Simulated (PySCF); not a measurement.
SMILES CCc1cccc(Cl)c1, singlet at its GFN2-xTB optimised geometry (Å):

```
18

C     -2.0437    -2.3479     1.4950
C     -1.7854    -1.9318     0.0454
C     -1.0294    -0.6351     0.0000
C     -1.7019     0.5808     0.0054
C     -1.0021     1.7741     0.0056
C      0.3819     1.7765     0.0025
C      1.0504     0.5638     0.0000
Cl     2.7820     0.5450    -0.0057
C      0.3593    -0.6351     0.0000
H     -1.1028    -2.4729     2.0260
H     -2.6275    -1.5876     2.0089
H     -2.5897    -3.2877     1.5285
H     -1.2116    -2.7129    -0.4564
H     -2.7398    -1.8211    -0.4728
H     -2.7820     0.5912     0.0059
H     -1.5355     2.7129     0.0071
H      0.9353     2.7021     0.0009
H      0.9024    -1.5680    -0.0033
```

Computed with CAM-B3LYP/def2-SVP run with PySCF.

Map of the log10 of the electron density (e/bohr³), floored at −4 on the plane z = 0.6 Å:

```
|0000000000000000000000000|
|0000000000000000000000000|
|0000000111100111000000000|
|0000001333322333210000000|
|0000013455444555420000000|
|0000024677656676531000000|
|0000024678777887533321000|
|0000134688888887545543200|
|0001345689989987666765310|
|0013466789888888778886420|
|0024578898767898889997530|
|0024678898766898889997530|
|0013567888878888789986520|
|0002345789888987667775420|
|0002345688888987555654200|
|0012456788877887544332000|
|0013468998766776532100000|
|0013568998655565420000000|
|0013468998643444310000000|
|0012467776542222100000000|
|0002456655431000000000000|
|0002345443210000000000000|
|0001233322100000000000000|
|0000011110000000000000000|
|0000000000000000000000000|
```
Scale: ten equal steps from -4.00 (start of '0') to -0.564 (end of '9'), in the order '0123456789'; x runs from -5.00 to 5.00, y from -5.00 (bottom) to 5.00 (top).
